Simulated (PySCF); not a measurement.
Z-matrix (Å, degrees):
```
Si
H 1 1.4867
H 1 1.4867 2 109.07
H 1 1.4899 2 108.54 3 118.08
Si 1 2.3242 2 109.00 4 123.07
H 5 1.4885 1 114.50 2 -56.46
H 5 1.4885 6 109.94 1 130.48
```
Charge 0, spin multiplicity 2.

Q: Predict the highest occupied spin orbital, dipole moment and total energy from PBE0-D3(BJ)/def2-TZVP (PySCF).

A: 
| Property | Result |
|---|---|
| highest occupied spin orbital | -6.24 eV |
| dipole moment | 0.05 D |
| total energy | -15828.87 eV |
